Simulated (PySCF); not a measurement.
SMILES Cc1ccc([SeH])s1, singlet, GFN2-xTB optimised geometry.

```
13

C     -2.02     1.93     0.00
C     -0.72     1.20     0.00
C      0.54     1.71     0.00
C      1.55     0.73     0.00
C      1.05    -0.54     0.00
Se     2.04    -2.15     0.00
S     -0.69    -0.54     0.00
H     -1.84     3.00     0.00
H     -2.61     1.66    -0.88
H     -2.61     1.67     0.88
H      0.74     2.77     0.00
H      2.61     0.94     0.00
H      0.87    -3.00    -0.02
```

Density from CAM-B3LYP/def2-TZVP (PySCF) at that geometry.

Minimum of the electron density along straight lines between bonded atoms, close to the bond critical point (lines longer than 1.1 times the sum of covalent radii, or with two minima, are not listed):

```csv
bond,length / Å,ρ at the minimum / e bohr⁻³,∇²ρ there / e bohr⁻⁵,position (fraction from the first atom)
C1–C2,1.486,0.265,-0.71,0.48
C2–C3,1.358,0.337,-1.00,0.51
C3–C4,1.414,0.305,-0.88,0.50
C4–C5,1.360,0.334,-0.98,0.48
C5–Se6,1.900,0.162,[?],0.50
C2–S7,1.739,0.212,-0.42,0.47
C5–S7,1.736,0.211,-0.43,0.49
C1–H8,1.087,0.281,-0.98,0.64
C1–H9,1.090,0.279,-0.96,0.64
C1–H10,1.090,0.279,-0.96,0.64
C3–H11,1.076,0.289,-1.05,0.65
C4–H12,1.076,0.289,-1.05,0.65
Se6–H13,1.446,[?],[?],0.63
```

What belongs in the gaps?


- C5–Se6, ∇²ρ there / e bohr⁻⁵: -0.18
- Se6–H13, ρ at the minimum / e bohr⁻³: 0.186
- Se6–H13, ∇²ρ there / e bohr⁻⁵: -0.35
